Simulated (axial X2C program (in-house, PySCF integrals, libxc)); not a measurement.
## Nuclear properties of CrS⁺

Calculated with an axial X2C code built on PySCF integrals: two-component X2C with atomic mean-field Coulomb and Gaunt terms, Gaussian nuclei, basis Cr dyall-cv3z, S dyall-av3z with contracted cores.

R = 2.106 Å (near the PBE0 minimum at charge 1 of the determinant lowest at the starting distance; the state shown can have its own minimum elsewhere).

Input and command:
```json
{"zs": [24, 16], "q": 1, "bas": ["dyall-cv3z", "dyall-av3z"], "r0": 2.05, "levels": ["PBE0", "HF", "BP86", "TPSSh", "B3LYP"], "nst": 3}
```
```bash
python soeom.py task.json out
```

Keys: zs atomic numbers; q charge; bas basis sets; r0 starting distance in Å; levels methods; nst determinants followed.

Determinant lowest in the PBE0 search, Ω = 3/2 (⟨Sz⟩ = 1.50, ⟨Lz⟩ = 0.00 at PBE0), spin on the atoms Cr 2.26, S -0.76:

```
level  Eeff magnitude (GV/cm)  Ws magnitude Cr (kHz)  Ws magnitude S (kHz)  A∥/gI Cr (MHz)  qzz Cr (a.u.)  A∥/gI S (MHz)  qzz S (a.u.)
 PBE0                   0.332                  0.067                0.0163             303          -0.15           94.9         -2.23
   HF                    0.42                 0.0819                0.0262            75.4          -0.86           66.3         -3.50
 BP86                    0.27                  0.054                0.0114             433           0.12           81.5         -1.64
TPSSh                   0.322                 0.0648                0.0145             326          -0.06           67.9         -1.94
B3LYP                   0.288                 0.0585                0.0125             351          -0.05           85.1         -2.09
```

Eeff is the effective electric field on the electron electric dipole moment in this Ω state and Ws the scalar–pseudoscalar constant of the nucleus named (defined with the proton number Z and per Ω); A∥ (defined per Ω) follows by multiplying with gI = μI/(I μN); qzz is the electric field gradient, eQq0 = 234.96 MHz × Q/barn × qzz. The operators were transformed with the bare-nucleus X2C matrices; with these basis sets, hyperfine constants and field gradients can be off by tens of per cent, and where levels differ in sign neither size nor sign is settled.

(1) With gI(33S) = 0.4292 (g factors from the IAEA table of nuclear moments by Stone), turn the PBE0 values of the first state into constants in MHz.

Each state is one determinant with collinear spin, which with several unpaired electrons need not be a pure state. Unrestricted Hartree–Fock can overshoot spin polarisation at the nuclei. This is the top spin component of a Σ state; components of lower Ω are not single determinants and can lie lower. With several open shells hyperfine constants can be off by a factor of several. In the state Ω = 3/2 the atomic spins oppose each other (2.26, -0.76): a broken-symmetry determinant whose values are not spin-projected. The search compared states at one distance, so a state with another bond length can lie lower. Further determinants of the search, some of them spin-mixed, are not shown. Where a field gradient or hyperfine factor spreads by more than a factor of two over the levels, a constant derived from it is not to be relied on.

## Answers

(1) A∥(33S) = 94.9 × 0.4292 = 40.7 MHz.
